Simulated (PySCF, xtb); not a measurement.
F2H5NSSi2, SMILES N[SiH2]S[SiH](F)F.

GFN2-xTB (xtb 6.7.1) at its own geometry gives an orbital gap of 4.81 eV and a dipole moment of 3.36 D.

Geometry: ωB97X-D3(BJ)/def2-SVP. This is a generated structure with no PubChem entry under its InChIKey; it may be hypothetical. Other conformers were not sampled.

Task: What does PBE/def2-TZVP run with PySCF give? (The exact figures need the calculation; the answer reports its results.)

Result: gap 5.49 eV (levels -6.46 and -0.97 eV), dipole 2.47 D.
